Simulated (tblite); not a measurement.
Compound: C4H11OPS.
Z-matrix (Å and degrees, GFN2-xTB geometry), rows numbered from 1:
```
C 
S   1  1.8116
C   2  1.8180  1   99.78
P   3  1.8473  2  109.94  1    75.97
C   4  1.8344  3  104.06  2   169.66
C   4  1.8267  3  104.84  2    58.28
O   4  1.4691  3  113.74  2   -66.62
H   1  1.0849  2  106.62  3  -173.63
H   1  1.0869  2  109.15  3    67.34
H   1  1.0846  2  109.11  3   -54.22
H   3  1.0912  2  108.85  1   -44.97
H   3  1.0879  2  106.63  1  -163.58
H   5  1.0853  4  112.35  3   -55.90
H   5  1.0881  4  107.51  3  -177.05
H   5  1.0884  4  108.31  3    65.86
H   6  1.0885  4  107.59  3  -179.67
H   6  1.0852  4  112.02  3    58.86
H   6  1.0890  4  108.02  3   -62.30
```

Calculated harmonic vibrations of the isolated species, GFN2-xTB (tblite), most abundant isotopes, no scaling. Errors from tens to a few hundred cm⁻¹ against measured bands are possible. One conformer, not necessarily the lowest.

Harmonic wavenumbers (cm⁻¹): 39.4, 111.8, 131.4, 138.6, 157.3, 163.9, 189.0, 226.7, 243.0, 279.7, 334.1, 372.2, 641.9, 687.3, 732.7, 733.8, 745.7, 758.3, 809.0, 836.5, 873.9, 881.5, 950.7, 956.8, 1053.3, 1138.9, 1256.0, 1310.3, 1314.7, 1318.3, 1379.5, 1416.1, 1425.7, 1428.0, 1439.7, 1440.9, 1445.2, 2952.1, 3003.4, 3004.9, 3007.5, 3011.1, 3013.6, 3019.0, 3038.7, 3043.5, 3055.6, 3066.1.

A = 2936, B = 1149, C = 1088 MHz; mass 138.027 u (most abundant isotopes); point group C1, symmetry number 1.

**Question.** Zero-point energy?

**Answer.** Half the sum of the wavenumbers: 31289 cm⁻¹ = 89.46 kcal/mol.

**Question.** Give the ideal-gas entropy at 400 K and 1 bar in the rigid-rotor, harmonic-oscillator model (classical rotation).

**Answer.** Translation 42.16, rotation 29.74, vibration 42.67: S = 114.6 cal/(mol K).

**Question.** And Cp and H(400 K) − H(0)?

**Answer.** Cp = 48.28 cal/(mol K), of which vibrations give 40.34 (their classical limit is 48 R = 95.4); H(400 K) − H(0) = 11.91 kcal/mol without the zero-point energy, 8.73 from vibrations.

**Question.** How do the functions run with temperature in this model?

**Answer.** 
| T (K) | S (cal/(mol K)) | Cp (cal/(mol K)) | H − H(0) (kcal/mol) | G − H(0) (kcal/mol) | ln q(vib) |
| --- | --- | --- | --- | --- | --- |
| 50 | 58.3 | 13.3 | 0.49 | -2.42 | 0.50 |
| 100 | 70.1 | 21.1 | 1.37 | -5.64 | 1.75 |
| 298.15 | 101.7 | 39.6 | 7.42 | -22.90 | 7.64 |
| 373.15 | 111.3 | 46.1 | 10.64 | -30.89 | 9.75 |
| 500 | 126.2 | 55.5 | 17.11 | -45.97 | 13.19 |
| 750 | 151.4 | 68.7 | 32.76 | -80.76 | 19.49 |
| 1000 | 172.4 | 77.6 | 51.11 | -121.30 | 25.19 |

q(vib) and H(0) count from the zero-point level.

**Question.** Blend soft modes into free rotors: weight 1/[1 + (100 cm⁻¹/ν̃)⁴] for the oscillator and the rest for a rotor with moment μB/(μ + B), μ = h/(8π²ν), B = 10⁻⁴⁴ kg m². What vibrational entropy results?

**Answer.** 40.20 cal/(mol K) in place of 42.67, which changes −T·S at 400 K by +0.99 kcal/mol.

**Question.** What must be added to the electronic energy to get the Gibbs energy at 400 K and 1 bar?

**Answer.** ZPE + [H(400 K) − H(0)] − T·S = 89.46 + 11.91 − 45.83 = 55.54 kcal/mol.

Hindered rotation and anharmonicity are outside this model. Other conformers, if any are populated, would add a mixing term that is left out. The structure is chiral; the term R ln 2 for an equal mix with its mirror image is left out.
